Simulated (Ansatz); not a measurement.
## Changing the shape of KCl, singlet

Calculated in Ansatz's Gaussian-basis code. Basis cc-pwCVTZ-X2C on K, cc-pVTZ-DK on Cl, scalar X2C without spin–orbit coupling, 10 orbitals frozen in the corrections; active space CAS(6,4), shells under the valence barred from it. Restricted Hartree–Fock, then the lowest state-specific CASSCF solution met for each case. Coupled cluster stands on the determinant that it favours, not always the lowest RHF. Single-reference values can break down or jump between states where bonds are stretched. Solutions in different active orbitals can move differences by tenths of an eV and at times more than 1 eV.

Case A: bond length 2.6670 Å.

Case B: bond length 3.0670 Å.

Energy less that of case A, in eV:

| case | RHF/ROHF | CASSCF | CCSD(T) |
| --- | --- | --- | --- |
| B | +0.174 | +0.151 | +0.261 |

Give the SC-NEVPT2 energies against case A.

B: +0.081 eV (1.9 kcal/mol).
